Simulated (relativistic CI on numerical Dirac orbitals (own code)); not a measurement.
# How well does a small relativistic CI reproduce Ar⁶⁺?

Computed by Dirac-Coulomb-Breit CI, KLI orbitals optimised for each configuration, a model potential for QED, unscaled Slater integrals (own radial code, finite nucleus).

Configurations in the expansion (outside the closed core [Ne]): 3s², 3s3p, 3p², 3s3d, 3d², 3p3d, 3p4s, 3s4s, 3s4p, 3s4d, 3d4s, 3s4f, 3s5s, 3s5p, 3s5d, 4s². Levels of other configurations are missing.

| Configuration | Term (tabulated) | J | Measured (cm⁻¹) | Computed | Error | Purity (%) |
| --- | --- | --- | --- | --- | --- | --- |
| 3s² | 1S | 0 | 0.0 | 0 | 0 | 96 |
| 3s3p | 3P° | 0 | 113101.0 | 111571 | -1530 | 99 |
| 3s3p | 3P° | 1 | 113905.5 | 112365 | -1541 | 99 |
| 3s3p | 3P° | 2 | 115590.0 | 114031 | -1559 | 99 |
| 3s3p | 1P° | 1 | 170722.0 | 173569 | 2847 | 96 |
| 3p² | 1D | 2 | 264749.0 | 263429 | -1320 | 76 |
| 3p² | 3P | 0 | 269836.0 | 269835 | -1 | 99 |
| 3p² | 3P | 1 | 270777.0 | 270753 | -24 | 99 |
| 3p² | 3P | 2 | 272562.0 | 272499 | -63 | 98 |
| 3p² | 1S | 0 | 316717.0 | 320573 | 3856 | 93 |
| 3s3d | 3D | 1 | 324104.0 | 325831 | 1727 | 100 |
| 3s3d | 3D | 2 | 324141.2 | 325861 | 1720 | 100 |
| 3s3d | 3D | 3 | 324205.0 | 325912 | 1707 | 100 |
| 3s3d | 1D | 2 | 370294.0 | 379973 | 9679 | 76 |
| 3p3d | 3F° | 2 | 443362.0 | 443311 | -51 | 98 |
| 3p3d | 3F° | 3 | 444780.0 | 444280 | -500 | 100 |
| 3p3d | 3F° | 4 | 446011.0 | 445490 | -521 | 100 |
| 3p3d | 1D° | 2 | 450477.0 | 450140 | -337 | 98 |
| 3p3d | 3P° | 2 | 472282.0 | 474733 | 2451 | 91 |
| 3p3d | 3P° | 1 | 472875.0 | 475491 | 2616 | 88 |
| 3p3d | 3P° | 0 | 473810.0 | 476139 | 2329 | 99 |
| 3p3d | 3D° | 1 | 475217.0 | 477704 | 2487 | 89 |
| 3p3d | 3D° | 2 | 475585.0 | 478061 | 2476 | 92 |
| 3p3d | 3D° | 3 | 475762.0 | 478224 | 2462 | 100 |
| 3p3d | 1F° | 3 | 510268.0 | 517185 | 6917 | 96 |
| 3s4s | 3S | 1 | 514076.0 | 514281 | 205 | 100 |
| 3p3d | 1P° | 1 | 517105.4 | 528714 | 11608 | 91 |
| 3s4s | 1S | 0 | 528910.0 | 529397 | 487 | 100 |
| 3s4p | 3P° | 0 | 563880.0 | 566827 | 2947 | 99 |
| 3s4p | 3P° | 1 | 564418.0 | 567067 | 2649 | 98 |
| 3s4p | 3P° | 2 | 564728.0 | 567666 | 2938 | 99 |
| 3s4p | 1P° | 1 | 569797.0 | 570806 | 1009 | 88 |
| 3s4d | 3D | 1 | 634605.0 | 635667 | 1062 | 100 |
| 3s4d | 3D | 2 | 634639.0 | 635683 | 1044 | 100 |
| 3s4d | 3D | 3 | 634701.0 | 635711 | 1010 | 100 |
| 3s4d | 1D | 2 | 635295.0 | 637523 | 2228 | 97 |
| 3d² | 3F | 2 | 653904.0 | 656482 | 2578 | 100 |
| 3d² | 3F | 3 | 654038.0 | 656537 | 2499 | 100 |
| 3d² | 3F | 4 | 654126.0 | 656605 | 2479 | 100 |
| 3s4f | 3F° | 2 | 660075.0 | 658881 | -1194 | 100 |
| 3s4f | 3F° | 3 | 660112.0 | 658888 | -1224 | 100 |
| 3s4f | 3F° | 4 | 660122.0 | 658900 | -1222 | 100 |
| 3d² | 1D | 2 | 666550.0 | 676146 | 9596 | 96 |
| 3s4f | 1F° | 3 | 667496.0 | 668956 | 1460 | 96 |
| 3d² | 1G | 4 | 668061.0 | 676884 | 8823 | 100 |
| 3d² | 3P | 0 | 669285.0 | 674399 | 5114 | 99 |
| 3d² | 3P | 1 | 669366.0 | 674420 | 5054 | 99 |
| 3d² | 3P | 2 | 669410.0 | 674438 | 5028 | 99 |
| 3d² | 1S | 0 | 707626.0 | 722871 | 15245 | 77 |
| 3s5s | 1S | 0 | 714794.0 | 718600 | 3806 | 80 |
| 3s5s | 3S | 1 | 715747.0 | 714022 | -1725 | 100 |
| 3s5p | 3P° | 0 | 739463.0 | 738355 | -1108 | 100 |
| 3s5p | 3P° † | 1 | 739690.0 | 738476 | -1214 | 100 |
| 3s5p | 3P° † | 2 | 739763.0 | 738742 | -1021 | 100 |
| 3s5p | 1P° | 1 | 741843.0 | 743101 | 1258 | 97 |
| 3s5d | 3D | 1 | 772345.0 | 770088 | -2257 | 100 |
| 3s5d | 3D | 3 | 772349.0 | 770112 | -2237 | 100 |
| 3s5d | 3D | 2 | 772352.0 | 770097 | -2255 | 100 |
| 3s5d | 1D | 2 | 772930.0 | 770710 | -2220 | 99 |

Measured levels from Saloman, J. Phys. Chem. Ref. Data 39, 033101 (2010); pairs were made by configuration, J and term (by order where the table uses no LS term), so strongly mixed levels may be paired wrongly.

Mean error by configuration (cm⁻¹): 3s3p -446; 3p² 490; 3s3d 3708; 3p3d 2661; 3s4s 346; 3s4p 2385; 3s4d 1336; 3d² 6268; 3s4f -545; 3s5s 1040; 3s5p 75; 3s5d -2242. Over the excited levels the mean absolute error is 2791 cm⁻¹ (58 of the 69 excited levels that our extract of the source holds in range could be paired, and the others can miss by more), and the median relative error of those above 1,000 cm⁻¹ is 0.43 %. † marks terms whose computed intervals miss the measured ones by more than a factor of 2.5, or configurations far off the rest, from wrong mixing, a near crossing or a doubtful label or measurement; they are left out of the means.
